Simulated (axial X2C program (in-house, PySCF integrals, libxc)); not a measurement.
# What spin–orbit coupling does to KPb

Calculated with an axial X2C code built on PySCF integrals. Spin-free means the one-electron spin-free X2C Hamiltonian; two-component (2c) means X2C with spin–orbit coupling and atomic mean-field two-electron Coulomb and Gaunt terms, so the difference of the two also holds small scalar two-electron terms. Basis: Pb dyall-cv3z [12s14p10d7f1g], K dyall-cv3z [11s12p6d3f] (cores contracted in-house); Gaussian nuclei, density fitting, unrestricted open shells. Masses: Pb 207.977 u, K 38.964 u.

Spin-free state: M_S = 3/2, Λ = 0 (beyond evenly filled blocks: σα, π+α, π-α); fragments Pb + K.

```
level  Re (Å)  ωe (cm⁻¹)  De (eV)  μ (D)
 PBE0   3.294      124.4    1.263   9.01
```

Dipoles are positive if K is the positive end.

Two-component determinant lowest at the distance of the search:

Ω = 1/2 (⟨Sz⟩ = 0.09, ⟨Lz⟩ = 0.41 at PBE0); fragments Pb + K.

```
level  Re (Å)  ωe (cm⁻¹)  De (eV)  μ (D)
 PBE0   3.498       95.4    0.511   5.92
```

(1) From the two tables, how do the constants change at the PBE0 level (2c against spin-free)?

The state is one determinant whose occupation by symmetry is held fixed; it was picked as the lowest of a PBE0 search that is not exhaustive. Dissociation energies refer to the lowest single-determinant-based atoms at the same level and basis. Density functionals use the spin component along the axis (collinear). PBE0 can misorder states that lie within some tenths of an eV, so this need not be the ground state of the molecule. The nearest other spin-free determinant of the search, M_S = 1/2, Λ = 0, lies 0.44 eV up at the distance of the search. Without a current term, density functionals place determinants with orbital angular momentum somewhat too high.

Answers

(1) At the PBE0 level Re rises by 0.204 Å and ωe goes down by 29.0 cm⁻¹; De changes by -0.752 eV. The two determinants differ in configuration, so these shifts compare two states and are not the spin–orbit effect on one state.
